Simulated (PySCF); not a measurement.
Substituent chemical shifts

Parent skeleton `[CH:1]#[C:2][CH:3]([CH3:4])[CH2:5][SiH2:6][CH3:7]`; one hydrogen on atom 3 is replaced by X. Hydrogens on one atom are averaged.

[PySCF 2.14: GFN2-xTB structure; σ from GIAO-PBE0/pcSseg-1; averaged over atoms made equivalent by symmetry, fast rotation or ring inversion; no relativistic terms; no solvent model; single conformer]

Shifts are taken against calculated references (same method and geometry level): ¹³C (σref 186.93), ²⁹Si (σref 349.16), ¹H (σref 31.72) against TMS.

Task: Give δ (ppm) for X = SSiH3, CH2OH, N=CH2, C2H5, CH2SiH3, CHO.

Result: 
```csv
X,SMILES,C1,C2,C3,C4,C5,Si6,C7,H(C1),H(C4)
SSiH3,C#C[C@@](C)(C[SiH2]C)S[SiH3],83.6,91.7,45.7,33.7,33.8,-47.0,-7.2,2.36,1.71
CH2OH,C#C[C@](C)(CO)C[SiH2]C,76.5,96.1,34.5,25.4,27.6,-52.4,-3.7,1.65,1.27
N=CH2,C#C[C@@](C)(C[SiH2]C)N=C,76.9,93.2,58.1,28.0,33.4,-48.4,-4.3,1.71,1.54
C2H5,C#C[C@@](C)(CC)C[SiH2]C,77.9,97.4,33.3,33.0,23.8,-46.4,-5.0,1.58,1.35
CH2SiH3,C#C[C@@](C)(C[SiH3])C[SiH2]C,75.8,99.1,31.2,37.0,30.6,-53.7,-7.6,1.70,1.50
CHO,C#C[C@@](C)(C=O)C[SiH2]C,83.4,89.4,44.8,30.0,17.4,-45.8,-4.8,1.99,1.41
```

Task: Which position responds most, and to which substituents?

Result: C3: from 31.2 ppm with CH2SiH3 to 58.1 ppm with N=CH2.
